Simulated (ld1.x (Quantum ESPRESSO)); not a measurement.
## Which setting gave this result? (Ca (Z = 20), PAW)

Base potential:

```
Element                 : calcium (Ca)
Generator               : ld1.x (Quantum ESPRESSO) 7.5
Type                    : PAW
Functional              : LDA (PZ)
Relativity              : scalar-relativistic
Frozen core             : [Ne]
Valence charge          : 10
Reference configuration : 3s2 3p6 3d0 4s1 4p0 (charge +1)
Partial waves           : 3s (bound): rcut 1.75, rcutus 1.95 bohr; 4s (bound): rcut 1.75, rcutus 1.95 bohr; 3p (bound): rcut 2.10, rcutus 2.40 bohr; 4p (bound, empty): rcut 2.10, rcutus 2.40 bohr; 3d (bound, empty): rcut 3.10, rcutus 3.40 bohr; 3d channel at -0.3 Ry: rcut 3.10, rcutus 3.40 bohr
Local potential         : all-electron potential smoothed inside 2.95 bohr (lloc = -1)
Core correction         : a·sin(br)/r model core inside 1.00 bohr
Augmentation charge     : BESSEL, radius 1.55 bohr
```

Cutoffs, loose and tight: the cutoffs (Ry, on a coarse ladder) from which the occupation-weighted sum of valence levels, in a spherical-Bessel basis at the reference potential, stays within 10 and 1 mRy of its value at 400 Ry. They do not see the model core or the augmentation charge, which bear on the density cutoff. Test errors are all-electron minus pseudo excitation energies from the reference, over the configurations 3s2 3p6 3d0 4s2 4p0; 3s2 3p6 3d0 4s0 4p0; 3s2 3p6 3d0 4s1.5 4p0; 3s2 3p5 3d0 4s2 4p0; 3s2 3p6 3d0 4s0 4p1; 3s2 3p6 3d0 4s1 4p1; 3s2 3p6 3d0.5 4s1.5 4p0 (two spin-polarised tests are not counted in the largest error); variants that change the core or the reference have their own tests. The largest error is taken over the tests solved by every variant that gives reliable tests at all, those not shown here included: 3s2 3p6 3d0 4s0 4p0; 3s2 3p6 3d0 4s1.5 4p0; 3s2 3p6 3d0 4s2 4p0.

Only the scale of all radii but the core radius (base = 1) is moved (2 further runs of the sweep failed or gave no value and are left out):

| scale of all radii but the core radius (base = 1) | cutoff, loose | cutoff, tight | bound ghosts | largest test error (meV) |
| --- | --- | --- | --- | --- |
| 0.77 | 25 Ry | 40 Ry | none | -0.4 |
| 0.83 | 21 Ry | 35 Ry | none | -0.3 |
| 0.94 | 18 Ry | 30 Ry | none | +0.3 |
| 1.02 | 18 Ry | 25 Ry | none | +0.6 over the solved tests; test run stopped at test 4 of 9 (negative rho) |
| 1.4 | 12 Ry | 15 Ry | none | test run stopped at test 1 of 9 (negative rho) |

Task: One more run gave cutoff, loose: 18 Ry; cutoff, tight: 21 Ry; bound ghosts: none; largest test error (meV): +0.9. Which value of the scale of all radii but the core radius (base = 1) was used?

Result: 1.1. The tight cutoff moves one way along this sweep, from 40 Ry at 0.77 to 15 Ry at 1.4, which places the run between 1.02 and 1.4.
